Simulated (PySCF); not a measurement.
C₂H₆Sb, SMILES [CH3][Sb+][CH3] (connectivity only; charge and spin as stated), charge +1, multiplicity 1. Atoms are numbered in the order given.

```xyz
9

Sb     0.0000     0.0000     0.3982
C      1.5844    -0.0096    -1.0429
H      1.6729     1.0355    -1.4023
H      2.5371    -0.3123    -0.5879
H      1.3239    -0.6409    -1.9072
C     -1.5844     0.0096    -1.0429
H     -1.3239     0.6409    -1.9072
H     -1.6729    -1.0355    -1.4023
H     -2.5371     0.3123    -0.5879
```
Charge +1, spin multiplicity 1.

Geometry: B3LYP-D3(BJ)/def2-SVP. The multiplicity is an assumed one; other spin states were not compared. The isomer is the one that the SMILES or the coordinates give; other isomers of the formula were not compared. The def2 effective core potentials stand for the cores of Sb; spin–orbit coupling is left out.

All values below come from CAM-B3LYP/def2-TZVPD (PySCF).

Symmetry labels are those of the subgroup C2 that the program uses (full group C2).

Computed valence orbital energies around the gap with their symmetry:
```csv
orbital,symmetry,energy (eV)
HOMO−7,B,-26.01
HOMO−6,A,-21.83
HOMO−5,A,-18.50
HOMO−4,B,-18.34
HOMO−3,B,-18.00
HOMO−2,A,-17.86
HOMO−1,B,-15.60
HOMO,A,-14.44
LUMO,B,-8.53
LUMO+1,B,-4.42
LUMO+2,A,-3.65
LUMO+3,A,-3.13
```
